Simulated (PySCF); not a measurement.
Does the drawn structure hold up?

C5H4FP3. Drawn bonds (atoms numbered from 1): C1=C2, C2–C3, C3–P4, P4–C5, C5–P6, P6–C7, C7–F8, C7–P9, C3–P9, C1–H10, C1–H11, C2–H12, C5–H13.

Geometry after optimisation with GFN2-xTB (Å):

```
atom  x, y, z in Å
C1    -2.190    0.377    0.985
C2    -1.138   -0.416    0.858
C3    -0.016   -0.154   -0.055
P4     0.184    1.547   -0.801
C5     1.639    1.135   -1.528
P6     2.326   -0.528   -1.265
C7     1.272   -0.847    0.210
F8     1.613   -1.389    1.395
P9     0.428   -1.664   -1.215
H10   -2.991    0.146    1.664
H11   -2.283    1.287    0.412
H12   -1.057   -1.329    1.437
H13    2.209    1.837   -2.116
```

Here a drawn bond counts as lost beyond 1.3 times the sum of covalent radii plus 0.1 Å; another pair counts as a new contact within 1.08 times that sum, or 1.2 times among H, C, N, O, F, S and Cl. Covalent radii used (Å): C 0.73, F 0.57, H 0.31, P 1.07.

(1) Which drawn bonds no longer describe this geometry, and which new contacts appear?

(2) How long is each drawn bond in this geometry?

Answers

(1) No drawn bond is lost. New contacts: C3–C7 (1.49 Å; radii sum 1.46 Å) and P6–P9 (2.21 Å; radii sum 2.14 Å). The tight-binding optimisation can itself be at fault, so a check at a higher level is due before the drawing is dismissed.

(2) 
| drawn bond | length (Å) | over radii sum |
| --- | --- | --- |
| C1–C2 | 1.324 | 0.91 |
| C2–C3 | 1.470 | 1.01 |
| C3–P4 | 1.868 | 1.04 |
| P4–C5 | 1.677 | 0.93 |
| C5–P6 | 1.819 | 1.01 |
| P6–C7 | 1.840 | 1.02 |
| C7–F8 | 1.347 | 1.04 |
| C7–P9 | 1.847 | 1.03 |
| C3–P9 | 1.955 | 1.09 |
| C1–H10 | 1.076 | 1.03 |
| C1–H11 | 1.079 | 1.04 |
| C2–H12 | 1.084 | 1.04 |
| C5–H13 | 1.079 | 1.04 |

The numbers are calculated, not measured.
